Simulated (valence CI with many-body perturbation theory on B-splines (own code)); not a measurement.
**Nd⁵²⁺: electric-dipole lines**

Calculated by valence CI with perturbative core correlation (CI+MBPT): six valence electrons over a frozen Dirac-Fock core [He], radial functions for each j: 9 s, 9 p, 8 d, 6 f, 3 g, 1 h, with the one-electron correlation potential Σ1 (screened to all orders), the two-electron term Σ2, the three-electron term Σ3, Breit, model QED; selected single and double excitations, second order for the rest, scaled by the run's own slope (own B-spline code, finite nucleus).

No measured spectrum was set against this ion. As an estimate, large intervals hold to a few tenths of a per cent, small ones and those within an open d or f shell to about a per cent. Among the levels kept, up to 2400 cm⁻¹ of a level comes from second order outside the variational space, and about a tenth of that is noise between levels of different J, which matters for small intervals.

Lines 51 to 100 of 204 in falling wavelength, among levels below 477.22 Ry, chosen from the strongest by gf and those to the six lowest levels. Wavelengths and rates use the calculated energies. Electric multipoles are in the length gauge with retardation, E1 and E2 with the static RPA response of the core. Weak lines are less certain than strong ones. Lines between different terms over intervals too small for the method are left out, as are lines whose strength nearly cancels. The highest levels of a list are the least certain.

Levels are named by their leading jj configuration (3d3/2^4 stands for four electrons in 3d with j = 3/2), which in mixed levels can hold well under half, so a name can repeat and another be missing. Letters in brackets count levels of one name in rising energy.

```
λ vac (Å)                               Upper                               Lower   A (s⁻¹)  S (a.u.)
    49.56  (2s^2 2p1/2 2p3/2^2 3p3/2) J=2 [c]     (2s^2 2p1/2 2p3/2^2 3s) J=1 [b]  1.95e+11  5.85e-02
    49.18      (2s^2 2p1/2^2 2p3/2 3d3/2) J=3      (2s^2 2p1/2^2 2p3/2 3p1/2) J=2  1.82e+11  7.47e-02
    49.16      (2s^2 2p1/2 2p3/2^2 3d3/2) J=4      (2s^2 2p1/2 2p3/2^2 3p1/2) J=3  1.85e+11  9.77e-02
    48.88  (2s^2 2p1/2 2p3/2^2 3d3/2) J=1 [a]  (2s^2 2p1/2 2p3/2^2 3p1/2) J=1 [a]  1.52e+11  2.64e-02
    48.87  (2s^2 2p1/2 2p3/2^2 3p3/2) J=1 [b]     (2s^2 2p1/2 2p3/2^2 3s) J=2 [b]  7.22e+10  1.25e-02
    48.66  (2s^2 2p1/2 2p3/2^2 3d3/2) J=2 [a]  (2s^2 2p1/2 2p3/2^2 3p1/2) J=1 [a]  5.92e+10  1.68e-02
    48.45      (2s^2 2p1/2 2p3/2^2 3d3/2) J=0  (2s^2 2p1/2 2p3/2^2 3p1/2) J=1 [a]  1.91e+11  1.07e-02
    48.38  (2s^2 2p1/2 2p3/2^2 3p3/2) J=3 [b]     (2s^2 2p1/2 2p3/2^2 3s) J=2 [a]  9.60e+10  3.76e-02
    48.31      (2s^2 2p1/2^2 2p3/2 3d3/2) J=1      (2s^2 2p1/2^2 2p3/2 3p1/2) J=1  1.59e+11  2.66e-02
    48.30      (2s^2 2p1/2^2 2p3/2 3p3/2) J=2         (2s^2 2p1/2^2 2p3/2 3s) J=1  1.60e+11  4.45e-02
    48.00  (2s^2 2p1/2 2p3/2^2 3d3/2) J=3 [b]  (2s^2 2p1/2 2p3/2^2 3p1/2) J=2 [a]  1.18e+11  4.52e-02
    47.99      (2s^2 2p1/2^2 2p3/2 3d3/2) J=0      (2s^2 2p1/2^2 2p3/2 3p1/2) J=1  2.00e+11  1.09e-02
    47.38      (2s 2p1/2^2 2p3/2^2 3p1/2) J=2  (2s^2 2p1/2 2p3/2^2 3p1/2) J=1 [a]  4.36e+10  1.15e-02
    46.98      (2s^2 2p1/2^2 2p3/2 3p3/2) J=2         (2s^2 2p1/2^2 2p3/2 3s) J=2  1.50e+11  3.85e-02
    46.38  (2s^2 2p1/2 2p3/2^2 3d3/2) J=3 [c]      (2s^2 2p1/2 2p3/2^2 3p1/2) J=3  1.06e+11  3.66e-02
    46.18     (2s 2p1/2^2 2p3/2^2 3s) J=2 [a]     (2s^2 2p1/2 2p3/2^2 3s) J=1 [a]  6.81e+10  1.65e-02
    45.91  (2s^2 2p1/2 2p3/2^2 3p3/2) J=2 [b]     (2s^2 2p1/2 2p3/2^2 3s) J=2 [b]  1.91e+11  4.56e-02
    45.58  (2s^2 2p1/2 2p3/2^2 3p3/2) J=3 [c]     (2s^2 2p1/2 2p3/2^2 3s) J=2 [a]  8.26e+10  2.70e-02
    45.33  (2s^2 2p1/2 2p3/2^2 3p3/2) J=1 [b]     (2s^2 2p1/2 2p3/2^2 3s) J=1 [a]  1.46e+11  2.02e-02
    44.87  (2s^2 2p1/2 2p3/2^2 3p3/2) J=2 [b]         (2s^2 2p1/2 2p3/2^2 3s) J=3  4.38e+10  9.76e-03
    44.85      (2s^2 2p1/2^2 2p3/2 3p3/2) J=0         (2s^2 2p1/2^2 2p3/2 3s) J=1  3.89e+11  1.73e-02
    43.91     (2s 2p1/2^2 2p3/2^2 3s) J=1 [a]     (2s^2 2p1/2 2p3/2^2 3s) J=1 [b]  7.53e+10  9.44e-03
    43.89            (2s 2p1/2^2 2p3/2^3) J=2            (2s^2 2p1/2 2p3/2^3) J=2  2.51e+10  5.25e-03
    43.85  (2s^2 2p1/2 2p3/2^2 3p3/2) J=1 [b]     (2s^2 2p1/2 2p3/2^2 3s) J=2 [a]  5.51e+10  6.88e-03
    43.73  (2s^2 2p1/2 2p3/2^2 3d3/2) J=3 [c]  (2s^2 2p1/2 2p3/2^2 3p1/2) J=2 [a]  2.20e+10  6.37e-03
    43.64  (2s^2 2p1/2 2p3/2^2 3p3/2) J=2 [c]     (2s^2 2p1/2 2p3/2^2 3s) J=2 [b]  9.67e+10  1.98e-02
    43.44     (2s 2p1/2^2 2p3/2^2 3s) J=1 [a]         (2s^2 2p1/2 2p3/2^2 3s) J=0  7.78e+10  9.44e-03
    41.32            (2s 2p1/2^2 2p3/2^3) J=2            (2s^2 2p1/2 2p3/2^3) J=1  3.29e+10  5.73e-03
    38.55     (2s 2p1/2^2 2p3/2^2 3s) J=1 [b]     (2s^2 2p1/2 2p3/2^2 3s) J=2 [b]  1.17e+11  9.91e-03
    37.88     (2s 2p1/2^2 2p3/2^2 3s) J=2 [b]         (2s^2 2p1/2 2p3/2^2 3s) J=3  6.81e+10  9.14e-03
    35.98            (2s 2p1/2^2 2p3/2^3) J=1            (2s^2 2p1/2 2p3/2^3) J=2  6.92e+10  4.77e-03
    35.15               (2p1/2^2 2p3/2^4) J=0              (2s 2p1/2 2p3/2^4) J=1  3.08e+11  6.60e-03
    34.23            (2s 2p1/2^2 2p3/2^3) J=1            (2s^2 2p1/2 2p3/2^3) J=1  2.45e+10  1.45e-03
    15.98  (2s^2 2p1/2 2p3/2^2 3d3/2) J=3 [a]      (2s^2 2p1/2^2 2p3/2 3p1/2) J=2  1.77e+11  2.49e-03
    15.86      (2s 2p1/2^2 2p3/2^2 3p1/2) J=2      (2s^2 2p1/2^2 2p3/2 3p1/2) J=1  3.58e+11  3.52e-03
    15.81  (2s^2 2p1/2 2p3/2^2 3d3/2) J=3 [b]      (2s^2 2p1/2^2 2p3/2 3p1/2) J=2  2.08e+11  2.84e-03
    15.61  (2s^2 2p1/2 2p3/2^2 3p3/2) J=3 [c]         (2s^2 2p1/2^2 2p3/2 3s) J=2  1.99e+11  2.62e-03
    15.50     (2s 2p1/2^2 2p3/2^2 3s) J=2 [a]         (2s^2 2p1/2^2 2p3/2 3s) J=2  2.44e+11  2.24e-03
    14.80            (2s 2p1/2^2 2p3/2^3) J=2          (2s^2 2p1/2^2 2p3/2^2) J=2  1.64e+12  1.31e-02
    14.65              (2s 2p1/2 2p3/2^4) J=0            (2s^2 2p1/2 2p3/2^3) J=1  3.25e+12  5.04e-03
    14.50            (2s 2p1/2^2 2p3/2^3) J=1          (2s^2 2p1/2^2 2p3/2^2) J=0  1.01e+12  4.55e-03
    14.38              (2s 2p1/2 2p3/2^4) J=1            (2s^2 2p1/2 2p3/2^3) J=2  3.23e+12  1.42e-02
    14.33     (2s 2p1/2^2 2p3/2^2 3s) J=2 [b]         (2s^2 2p1/2^2 2p3/2 3s) J=1  3.70e+11  2.69e-03
    14.32     (2s 2p1/2^2 2p3/2^2 3s) J=1 [b]         (2s^2 2p1/2^2 2p3/2 3s) J=1  2.86e+12  1.24e-02
    14.29     (2s 2p1/2^2 2p3/2^2 3s) J=1 [a]         (2s^2 2p1/2^2 2p3/2 3s) J=2  1.79e+12  7.76e-03
    14.24               (2p1/2^2 2p3/2^4) J=0            (2s 2p1/2^2 2p3/2^3) J=1  6.48e+12  9.24e-03
    14.22     (2s 2p1/2^2 2p3/2^2 3s) J=2 [b]         (2s^2 2p1/2^2 2p3/2 3s) J=2  2.65e+12  1.88e-02
    14.11         (2s 2p1/2^2 2p3/2^2 3s) J=0         (2s^2 2p1/2^2 2p3/2 3s) J=1  1.64e+12  2.27e-03
    14.09              (2s 2p1/2 2p3/2^4) J=1            (2s^2 2p1/2 2p3/2^3) J=1  5.33e+11  2.21e-03
    13.78            (2s 2p1/2^2 2p3/2^3) J=1          (2s^2 2p1/2^2 2p3/2^2) J=2  3.14e+12  1.22e-02
```
